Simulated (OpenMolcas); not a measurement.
# V2+: moving the ligands

V2+ with 4 ligands (sulfide) in tetrahedral coordination (Td) at 2.44 Å. A charge of +1.5 e stands 2.6 Å behind each ligand. Ligand basis ANO-RCC-VDZP.
```
V     0.0000    0.0000    0.0000
S     1.4087    1.4087    1.4087
S     1.4087   -1.4087   -1.4087
S    -1.4087    1.4087   -1.4087
S    -1.4087   -1.4087    1.4087
```

| Item | Value |
| --- | --- |
| Program | OpenMolcas 26.06 |
| Method | CASSCF |
| Basis | ANO-RCC-VDZP [5s4p2d1f] |
| Scalar Hamiltonian | DKH2, point nucleus |
| Active space | 3 electrons in 5 orbitals (3d) |
| State averaging | 2S+1 = 4 even, 10 roots; 2S+1 = 2 even, 40 roots |
| Spin-orbit coupling | RASSI with atomic mean-field integrals over the reference wave functions |

Runs around this geometry, states (labels of Td). Energies in cm-1 above the lowest state or level, χT in cm3 K/mol; under a threefold ground state the first gap can be a small split of the lowest multiplet, not the spin-orbit step.

```csv
R (Å),Ground state,First state of that spin,First gap with spin-orbit (degeneracies),χT at 300 K,First state of another spin
2.35,4T1,4T2 1161,"34.8 (4, 2)",1.615,2E 13574
2.44,4T1,4T2 1080,"37.7 (4, 2)",1.608,2E 13826
2.54,4T1,4T2 956.2,"42.2 (4, 2)",1.597,2E 14057
```

Taking the first state of the same spin as R^-n, n = -ln(956.2 / 1161) / ln(2.54 / 2.35) = 2.5 between the shortest and longest distance.

An orbital triplet at a regular site is open to Jahn-Teller coupling, which can distort the site and quench the lowest spin-orbit gaps and is left out. Without dynamic correlation the repulsion within the d shell is too large (B by tens of per cent), so at a given field states of lower spin stand too high. The sulfide ions are held by bare point charges, a crude embedding. Ligand-to-metal charge-transfer states are missing. With no ligand orbital active B as a rule stays too high, so bands that hang on it stand too high and its fall with covalency is understated. With metal d orbitals alone and no dynamic correlation the field as a rule comes out too small, by tens of per cent, by up to half for chloride and softer ligands. No measured value stands beside these numbers; the geometry was imposed, not optimised, and the real ion may take another.
